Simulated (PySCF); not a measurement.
Ionisation energy of Ni by level of theory

Ni [Ar] 3d8 4s2 (3F) → Ni⁺ [Ar] 3d9 (2D), as a difference of total energies. Computed with PySCF 2.14 in jorge-DZP-DKH (8s6p2d1f, 43 functions), with the spin-free X2C one-electron Hamiltonian (Gaussian nucleus). Correlated levels: valence: [Ar] frozen. The calculations carry no spin-orbit coupling.

| method | ionisation energy (eV) |
| --- | --- |
| UHF | 8.666 |
| MN15 | 7.096 |
| MP2 (valence) | 7.609 |
| SCS-MP2 (valence) | 7.816 |

Task: How much does correlation contribute at MP2 (valence)?

Result: 7.609 − (8.666) = -1.057 eV, measured against UHF.

The reference lies between the lowest fine-structure levels, while these numbers refer to the centres of the terms.

Errors of the correlated levels include the incompleteness of this basis and the frozen core.

For comparison: 7.640 eV (measured; NIST Atomic Spectra Database, ionization energies).
